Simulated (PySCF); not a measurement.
Vertical excitations of a molecule C2H10O2Si2 from PySCF with TDA-LC-ωPBE/def2-SVPD, as energy in eV (oscillator strength): 8.34 (0.011), 8.46 (0.025), 8.70 (0.044), 8.81 (0.048), 8.92 (0.029), 9.09 (0.016). Lowest triplet (TDA): 7.95 eV. Coordinates come from a B3LYP-D3(BJ)/def2-SVP optimisation. One conformer was computed; it need not be the lowest.

Question: Identify the compound among the candidates.
A. COC[Si@H](O)[SiH3]
B. CO[Si@@H](O)C[SiH3]
C. C[Si](O)(O)C[SiH3]
D. C[Si@@H](O)[C@H](O)[SiH3]

Answer: B, CO[Si@@H](O)C[SiH3]
